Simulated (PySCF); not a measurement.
PdH₃⁺, singlet: structure and spectrum

Computed with PBE0 in PySCF with Pd def2-TZVP with ECP28, H def2-TZVP; scalar-relativistic core potentials, no spin–orbit coupling; density-fitted integrals.

The structure is a saddle point with 1 imaginary mode.

```json
{
 "Point group": "C2v",
 "Bond lengths": "Pd–H 1.563 Å (×2), Pd–H 1.629 Å",
 "Bond angles": "H–Pd–H 39.7° (×2), H–Pd–H 79.4°",
 "Principal polarisabilities": "18.0, 19.8, 23.5 bohr³",
 "Lowest empty level": "-9.53 eV",
 "Highest occupied level": "-14.84 eV",
 "Zero-point energy (real modes)": "44.5 kJ/mol",
 "Dipole moment about the centre of mass": "0.92 D",
 "Principal quadrupole moments (Buckingham, traceless) about the centre of mass": "-4.93, -0.18, 5.11 D Å",
 "Rotational constants": "8.382, 3.102, 2.264 cm⁻¹"
}
```

Harmonic modes (masses in u: Pd 105.903, H 1.008):
```tsv
symmetry	ω (cm⁻¹)	IR (km/mol)	μ (u)	type
b2	895i	–	1.01	bend
b1	300	0.0	1.01	bend
a1	1021	108	1.03	bend
a1	1945	11.7	1.01	stretch
b2	2065	21.2	1.01	stretch
a1	2115	85.3	1.02	stretch
```

In C2v the vibrations span 2b2 + b1 + 3a1. Here b1 is antisymmetric to the molecular plane and b2 lies in it.

Charges (e):
```tsv
atom	Mulliken	Löwdin	polar tensor	Mayer order to Pd1
Pd1	0.46	0.44	0.58	–
H2	0.13	0.18	0.17	0.48
H3,4	0.21	0.19	0.12	0.70
```

Mulliken populations on Pd1 (electrons outside its core potential): s 2.36, p 6.15, d 9.03, f 0.00.

Other isomers or separated fragments may lie lower. At this level a singlet minimum of Cs symmetry lies 23 kJ/mol below this structure.

The final relaxation and frequency run took roughly 110 core-seconds on a shared host.
